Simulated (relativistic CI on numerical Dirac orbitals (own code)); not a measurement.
## What each ingredient does to the levels of Ir V

Base calculation: Dirac-Coulomb-Breit CI, separate exchange-only KLI orbitals for each configuration, model QED (radiative potential, 1s self-energy scaled to tabulated hydrogen-like ionisation energies), valence Slater integrals scaled by 0.85, P86 correlation energy added to each configuration.

Configurations in the expansion (outside the closed core [Kr] 4d10 4f14): 5s2 5p6 5d5, 5s2 5p6 5d4 6s, 5s2 5p6 5d4 6p, 5s2 5p6 5d4 5f, 5s2 5p6 5d4 5g, 5s2 5p6 5d3 6s 6p, 5s2 5p6 5d4 7s, 5s2 5p6 5d4 6d, 5s2 5p5 5d6, 5s2 5p6 5d4 7p, 5s2 5p6 5d4 7d, 5s2 5p6 5d4 8s, 5s2 5p6 5d4 6f, 5s2 5p6 5d4 8p, 5s2 5p6 5d4 8d, 5s2 5p6 5d3 5f 6s, 5s2 5p6 5d3 6p 6d, 5s 5p6 5d6, 5s2 5p6 5d3 6s2, 5s2 5p6 5d2 6s2 6p, 5s2 5p6 5d2 5f 6s2, 5s2 5p6 5d2 5g 6s2, 5s2 5p6 5d2 6s2 7s, 5s2 5p6 5d2 6s2 6d, 5s2 5p6 5d3 6p2, 5s2 5p6 5d2 6s 6p2, 5s2 5p6 5d2 6p3, 5s2 5p6 5d2 5f 6p2, 5s2 5p6 5d2 5g 6p2, 5s2 5p6 5d2 6p2 7s, 5s2 5p6 5d2 6p2 6d. Double excitations out of closed p, d and f shells are left out; levels of such configurations are missing from the list, as are those of other unlisted configurations, and high levels can miss mixing partners.

Variants: (1) Slater integrals left unscaled; (2) valence Slater integrals scaled by 0.75; (3) QED terms removed; (4) only the first 3 configurations. Shifts of the energy above 5s2 5p6 5d5 6S_5/2, in cm⁻¹, for the lowest level and the first level of each name with at least 55 % of one term (blank where a level changes its place among those of its configuration and J or its character, or is not in the variant):

| Level | Base | Δ(1) | Δ(2) | Δ(3) | Δ(4) |
| --- | --- | --- | --- | --- | --- |
| 5s2 5p6 5d5 6S_5/2 | 0.0 | 0.0 | 0.0 | 0.0 | 0.0 |
| 5s2 5p6 5d5 4G_7/2 | 22511.4 | +3996.2 | -2616.8 | +1.5 | +29.4 |
| 5s2 5p6 5d5 4G_11/2 | 23821.4 | +3974.0 | -2622.8 | -2.7 | -106.4 |
| 5s2 5p6 5d5 4G_9/2 | 24738.5 | +3822.8 | -2514.7 | -7.9 | -59.6 |
| 5s2 5p6 5d5 4P_1/2 | 25970.2 | +4061.5 | -2654.5 | -7.9 | +399.8 |
| 5s2 5p6 5d5 4D_7/2 | 29556.4 | +4118.4 | -2683.7 | -17.2 | +203.4 |
| 5s2 5p6 5d5 4D_1/2 | 33263.8 | +4037.7 | -2624.2 | -29.4 | +351.5 |
| 5s2 5p6 5d5 2I_11/2 | 34532.4 | +5335.9 | -3365.8 | -13.0 | -294.6 |
| 5s2 5p6 5d5 2I_13/2 | 37971.6 | +5419.3 | -3481.2 | -20.8 | -393.7 |
| 5s2 5p6 5d5 2S_1/2 | 51283.7 | +7204.8 | -4770.0 | -27.8 | +708.4 |
| 5s2 5p6 5d5 2H_11/2 | 52243.4 | +6212.5 | -3990.7 | -49.2 | -57.9 |
| 5s2 5p6 5d5 2P_3/2 | 73666.9 | +11425.3 | -7627.8 | -23.3 | +899.0 |
| 5s2 5p6 5d5 2P_1/2 | 77573.2 | +11001.0 | -7263.6 | -44.4 | +885.4 |
| 5s2 5p6 5d4 6s 6D_1/2 | 80585.0 | +1633.0 | -1157.8 | -365.5 | -237.0 |
| 5s2 5p6 5d4 6s 6D_3/2 | 84328.3 | +1254.7 | -721.1 | -387.6 | -369.0 |
| 5s2 5p6 5d4 6s 6D_5/2 | 87938.9 | +1033.3 | -624.7 | -400.9 | -423.6 |
| 5s2 5p6 5d4 6s 6D_7/2 | 91026.4 | +1151.5 | -735.8 | -407.6 | -417.7 |
| 5s2 5p6 5d4 6s 6D_9/2 | 93582.2 | +1478.8 | -1040.8 | -407.7 | -355.6 |
| 5s2 5p6 5d4 6s 4D_3/2 | 103186.5 | +4548.2 | -2954.0 | -364.2 | +1035.4 |
| 5s2 5p6 5d4 6s 4H_11/2 | 110023.5 | +4402.7 | -2823.8 | -404.5 | -173.3 |
| 5s2 5p6 5d4 6s 4F_3/2 | 110529.1 | +4676.9 | -3032.8 | -399.7 | +317.8 |
| 5s2 5p6 5d4 6s 4H_13/2 | 112503.1 | +4526.9 | -2940.2 | -408.7 | -163.7 |

At this charge configurations can still be misplaced by up to about 7 % of their energy. Levels and lines within the n = 5 or 6 shells can be off by up to 10 % or somewhat more, and those that change n by about 2 %, since core polarisation is missing.

Ionisation energy from the two ground configurations alone: base 57.9 eV; Slater integrals left unscaled 58.29 eV; valence Slater integrals scaled by 0.75 57.63 eV. The NIST ASD value (theoretical) is 57 eV.

LS names give the leading component of a level, which can be under half, so a name can repeat, a term be missing and a line seem to break the LS rules.
